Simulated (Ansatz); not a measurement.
Z-matrix (Å, degrees):
```
Mo
O 1 1.8656
H 2 0.9764 1 123.09
O 1 1.8911 2 100.65 3 -175.08
H 4 0.9814 1 113.74 2 98.33
O 1 1.8953 2 92.13 3 95.03
H 6 0.9763 1 121.58 2 174.86
F 1 1.9060 2 158.67 3 19.22
O 1 1.9438 2 81.29 3 -14.09
H 9 0.9786 1 110.31 2 173.35
O 1 1.9554 2 101.53 3 -97.06
H 11 0.9772 1 110.80 2 81.44
```
Charge 0, spin multiplicity 1.

These are frozen-core CCSD(T)/def2-TZVPP // TPSS-D3(BJ)/def2-SVP (Ansatz, a program for electronic structure) values and carry that method's errors.

| Property | Result |
|---|---|
| HF energy | -544.46737 Ha |
| MP2 correlation energy | -2.10833 Ha |

Question: Estimate the CCSD correlation energy, the (T) correction, the total energy and the T1 diagnostic.

Answer: 
* **CCSD correlation energy**: -2.04169 Ha
* **(T) correction**: -0.10858 Ha
* **CCSD(T) total energy**: -546.61764 Ha
* **T1 diagnostic**: 0.027
